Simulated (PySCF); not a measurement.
Two structures of SiNH$_{7}$Se, closed shell, reached by relaxing down either side of one saddle point (PBE0-D4/def2-TZVP). Energies are electronic, without zero-point energy. Program: PySCF 2.14 with density fitting (its default auxiliary sets; JK sets also for MP2 and CCSD(T)). Basis: def2-TZVPP and def2-QZVPP. Cores are frozen in the correlated methods. Filled d shells of the heavier atoms are correlated. The def2 sets are not built for correlating such inner shells, so the correlated values are less sure here. Extrapolation: Hartree–Fock as exp(−7.88 √X), correlation as X^−2.97. First:

```
10
angstrom
Si -1.3107 -0.4519 0.1222
H -0.6710 -1.4393 -0.8044
H -2.5220 -1.0990 0.6897
H -1.6946 0.7178 -0.7120
N -0.3416 0.0909 1.4308
H 1.1955 0.3061 -1.8842
Se 1.9615 1.4003 -1.2749
H -0.2116 -0.5054 2.2317
H 0.4999 0.6055 1.2157
H 3.0750 0.4927 -0.9763
```

Second:

```
atom    x (Å)    y (Å)    z (Å)
 Si1  -0.3688   0.5738   0.3020
  H2  -0.7838  -2.1774  -2.9773
  H3  -1.0885  -0.7139   0.1606
  H4  -1.1513   1.7188  -0.2211
  N5  -0.0842   0.7808   1.9759
  H6  -0.3577  -1.6167  -2.7261
 Se7   1.4482   0.5793  -1.0990
  H8   0.1342  -0.0239   2.5415
  H9   0.3997   1.5987   2.3119
 H10   1.9839  -0.6765  -0.5566
```

Task: Which bonds change from the first to the second?

Result: SiNH₅ ([NH2][SiH3]) + H₂Se → SiNH₅Se ([NH2][SiH2][SeH]) + H₂; bonds formed: Si1–Se7, H2–H6; bonds broken: Si1–H2, H6–Se7.

Task: Give the saddle point's structure and its height above each. (An estimate is asked for; the value comes from the calculation.)

Result: By the calculation: 162.3 kJ/mol above the first and 209.6 kJ/mol above the second (CCSD(T) at an estimated basis limit (MP2 extrapolated from triple and quadruple zeta, plus CCSD(T) − MP2 in triple zeta)).
Si1  (-0.779, -0.072, -0.034)
H2  (-0.379, -1.082, -1.371)
H3  (-1.725, -1.183, 0.316)
H4  (-1.587, 0.948, -0.734)
N5  (0.043, 0.038, 1.433)
H6  (0.235, -0.409, -1.497)
Se7  (1.252, 1.222, -1.230)
H8  (-0.221, -0.540, 2.214)
H9  (0.805, 0.671, 1.601)
H10  (2.356, 0.409, -0.698)
(Å)

T1 diagnostic: at most 0.011.

Labels in which every atom is bracketed show which atoms are joined, not bond orders.

For scale, one of the runs: CCSD(T)/def2-TZVPP, 219 basis functions, launched by `OMP_NUM_THREADS=4 python run.py`. The run took 14 min on 4 CPU threads of an Arm Neoverse V2 (shared host), with 3.9 GiB of host memory at its peak.
